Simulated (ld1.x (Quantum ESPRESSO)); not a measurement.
**An all-electron radial function and its pseudo partner (hydrogen (H))**

Columns: radius, all-electron u(r) and pseudo u(r) of the 1s shell (level -6.49 eV) of hydrogen in the configuration 1s1; PBE, non-relativistic, PAW scheme, ld1.x (Quantum ESPRESSO) 7.5.

| r (bohr) | all-electron | pseudo |
| --- | --- | --- |
| 0.055 | 0.0999 | 0.0767 |
| 0.110 | 0.1889 | 0.1522 |
| 0.165 | 0.2679 | 0.2251 |
| 0.220 | 0.3377 | 0.2945 |
| 0.275 | 0.3991 | 0.3593 |
| 0.330 | 0.4528 | 0.4188 |
| 0.385 | 0.4996 | 0.4724 |
| 0.440 | 0.5400 | 0.5198 |
| 0.495 | 0.5747 | 0.5608 |
| 0.550 | 0.6042 | 0.5955 |
| 0.605 | 0.6289 | 0.6243 |
| 0.660 | 0.6494 | 0.6475 |
| 0.715 | 0.6660 | 0.6657 |
| 0.770 | 0.6791 | 0.6796 |
| 0.825 | 0.6891 | 0.6897 |
| 0.880 | 0.6962 | 0.6967 |
| 0.935 | 0.7009 | 0.7011 |
| 0.990 | 0.7032 | 0.7033 |
| 1.045 | 0.7036 | 0.7036 |
| 1.100 | 0.7021 | 0.7021 |
| 1.155 | 0.6990 | 0.6990 |
| 1.210 | 0.6944 | 0.6944 |
| 1.265 | 0.6886 | 0.6886 |
| 1.320 | 0.6817 | 0.6817 |
| 1.375 | 0.6738 | 0.6738 |
| 1.430 | 0.6650 | 0.6650 |

Q: How many radial nodes do the two functions have?

A: The all-electron 1s function has n − l − 1 = 0; the pseudo-wave has 0.

Q: At about which radius was the pseudo-wave matched?

A: 1.05 bohr. The columns agree to 0.0005 from 0.88 bohr on; several derivatives are matched, so the curves merge somewhat inside the radius.

Q: Is the pseudo-wave norm-conserving?

A: No, it belongs to a PAW set: the norm inside the radius is not constrained, and the difference is carried by the augmentation charge.
